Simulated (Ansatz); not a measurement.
Zr₂Se₄, relaxed as a singlet with RKS PBE-D4/def2-SVP in Ansatz, starting from the GFN2-xTB geometry. Force threshold 0.02 eV/Å.

In the def2 sets Zr takes a core potential; there is no spin–orbit coupling. The structure comes from a short search, and lower isomers may exist.

Start:

Cartesian coordinates in Å:
```
Zr 0.3327 -0.2734 1.3187
Zr -0.8513 0.2964 -1.7823
Se 0.0306 2.0016 -0.0358
Se 0.6825 -1.6247 -0.9496
Se 2.6423 -0.0261 1.9858
Se -2.8367 -0.3737 -0.5367
```

```
         step   energy (eV)  largest force component (eV/Å)  SCF passes
            1  -263896.8447                           1.762          26
            2  -263897.0681                           1.393          29
            3  -263897.2108                           0.208          32
            4  -263897.2246                           0.125          24
            5  -263897.2502                           0.298          30
            6  -263897.2960                           0.290          31
            7  -263897.3587                           0.252          31
            8  -263897.4204                           0.342          31
            9  -263897.4800                           0.405          30
           10  -263897.5167                           0.310          32
11 (rejected)  -263897.5127                           0.926          30
           12  -263897.5362                           0.209          31
           13  -263897.5419                           0.009          24
```

Force components are those of the run's own axes.

End:

```csv
atom,x (Å),y (Å),z (Å)
Zr1,0.472,-0.105,0.754
Zr2,-1.071,0.231,-1.678
Se3,0.187,2.151,-0.674
Se4,0.824,-1.404,-1.569
Se5,1.763,-0.369,2.721
Se6,-2.174,-0.504,0.446
```

By distances, no bond broke or formed. The bond that changes most is Zr1–Se6, from 3.67 to 2.69 Å (atoms count from 1).

No frequencies were taken in this run, so the end may be a saddle point.

It took 51 s on 4 threads of Arm Neoverse V2 on a shared host.
